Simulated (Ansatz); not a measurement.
System: C3H7N, charge 0, multiplicity 1. SMILES: NC1CC1
Coordinates optimised at B3LYP-D3(BJ)/def2-TZVP (Ansatz, a program for electronic structure):
```xyz
11

C     -0.8497    -0.8470     0.0764
C     -1.0015     0.6153    -0.2526
C      0.2265     0.1266     0.4582
N      1.4480     0.0820    -0.3035
H     -0.6250    -1.5170    -0.7419
H     -1.4652    -1.2665     0.8604
H     -1.7210     1.1983     0.3059
H     -0.8762     0.9048    -1.2868
H      0.2917     0.3716     1.5171
H      1.9213     0.9779    -0.2898
H      2.0862    -0.6120     0.0679
```
Charge 0, spin multiplicity 1.

Wanted: atomisation energy (electronic, to ground-state atoms); the coupled-cluster value holds the core correlation from cc-pwCVTZ, in kcal/mol. Valence correlation only, unless marked. Open shells are spin-unrestricted. Spin-orbit coupling is left out. Non-relativistic. CBS marks a two-point X^-3 extrapolation of the correlation energy; Hartree-Fock from the larger set. The bracket is a focal-point correction in the basis named.

Level to compare with: RI-MP2/CBS(aug-cc-pVTZ,aug-cc-pVQZ)+[CCSD(T)-MP2]/aug-cc-pVTZ plus the core term (Ansatz), 1024.9 kcal/mol. It is a level with limits of its own, and the differences hold the functionals' basis error too.

### Question
Rank these functionals by how close they come to RI-MP2/CBS(aug-cc-pVTZ,aug-cc-pVQZ)+[CCSD(T)-MP2]/aug-cc-pVTZ, closest first: BLYP/def2-TZVPD (Ansatz); r2SCANh/def2-TZVPD (Ansatz); PBE/def2-TZVPD (Ansatz).

### Answer
r2SCANh/def2-TZVPD (hybrid meta-GGA, 1015.1 kcal/mol, difference -9.8), BLYP/def2-TZVPD (GGA, 1011.4 kcal/mol, difference -13.5), PBE/def2-TZVPD (GGA, 1044.1 kcal/mol, difference 19.2)
